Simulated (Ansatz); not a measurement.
The same ligand exchange along the group Al, Ga, In.

Isolated molecules relaxed with PBE0-D4/def2-TZVP in Ansatz; ΔE leaves out vibrations. CCSD(T)/CBS is the MP2 limit (def2-TZVPP, def2-QZVPP) plus CCSD(T) − MP2 in def2-TZVPP, frozen cores. This one scheme is used for every species. DFT in def2-TZVPP. B3LYP here is the variant with VWN-RPA as its local correlation; programs differ in this. def2 core potentials past Kr. For Ga, Ge, In outer-core shells are correlated without core-valence functions, which leaves a few kJ/mol of doubt a bond. Scalar relativity is left out up to krypton. One conformer a species, not always the lowest.

```csv
reaction,MP2/CBS(def2) (eV),B3LYP-D4 (eV)
`[Cl][AlH][GeH3]` + `N[SiH](O)F` → `O[SiH](F)[NH][GeH3]` + `[AlH2][Cl]`,0.19,0.25
`[Cl][GaH][GeH3]` + `N[SiH](O)F` → `O[SiH](F)[NH][GeH3]` + `[Cl][GaH2]`,0.33,0.39
`[Cl][InH][GeH3]` + `N[SiH](O)F` → `O[SiH](F)[NH][GeH3]` + `[Cl][InH2]`,0.56,0.54
```

Task: Give the CCSD(T)/CBS values in the same order. (An estimate is asked.)

Result: The calculation gave: 0.24, 0.36, 0.54 eV.

Largest T1 diagnostic: 0.014, for `[Cl][InH2]`.
